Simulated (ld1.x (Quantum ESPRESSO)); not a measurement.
aluminium: one change to a TM potential, before and after

| Quantity | Value |
| --- | --- |
| Element | Al (Z = 13) |
| Generator | ld1.x (Quantum ESPRESSO) 7.5 |
| Type | norm-conserving Troullier–Martins (Kleinman–Bylander form) |
| Functional | PBEsol |
| Relativity | scalar-relativistic |
| Frozen core | [Ne] |
| Valence charge | 3 |
| Reference configuration | 3s2 3p1 |
| Partial waves | 3s (bound): rc 2.30 bohr; 3d channel at 0.35 Ry: rc 2.40 bohr; 3p (bound): rc 1.70 bohr |
| Local potential | the p channel |
| Core correction | Bessel-smoothed model core, default radius (core density twice the valence density) |

Change: wave 3s (bound): rc 2.30 bohr becomes 3s (bound): rc 3.16 bohr.

Cutoffs: the cutoffs (Ry, on a coarse ladder) from which the occupation-weighted sum of valence levels, in a spherical-Bessel basis at the reference potential, stays within 10 and 1 mRy of its value at 400 Ry; they do not see the model core or the augmentation charge, which bear on the density cutoff. Errors are all-electron minus pseudo energies relative to the spin-unpolarised reference configuration.

Q: What does the change do?

A: The potential gets softer (10 Ry and 35 Ry → 6 Ry and 30 Ry); of the 7 tests that both files solve, the error grows in 6 and shrinks in 0 by more than 15 % and 0.3 meV (median size 1.0 → 13.1 meV); neither file shows a bound ghost. A larger radius leaves more room for a smooth pseudo-wave, so fewer plane waves are needed. More of the atom is replaced by a form fitted at one configuration, so other configurations suffer.

| quantity | base | changed |
| --- | --- | --- |
| cutoff, loose | 10 Ry | 6 Ry |
| cutoff, tight | 35 Ry | 30 Ry |
| loose cutoff by channel (10 mRy a level) | s 8 Ry, p 6 Ry | s 6 Ry, p 6 Ry |
| bound ghosts | none | none |
| error for 3s2 3p0, meV [ΔE 5.74 eV] | +1.1 | +7.4 |
| error for 3s1 3p0, meV [ΔE 24.91 eV] | -1.0 | -13 |
| error for 3s2 3p0.5, meV [ΔE 2.07 eV] | +0.2 | +1.0 |
| error for 3s1 3p2, meV [ΔE 5.12 eV] | -3.4 | -28 |
| error for 3s1 3p1, meV [ΔE 11.53 eV] | -0.5 | -28 |
| error for 3s0 3p3, meV [ΔE 10.41 eV] | -14 | -127 |
| error for 3s2 3p1.3, meV [ΔE -0.57 eV] | +0.1 | +0.1 |
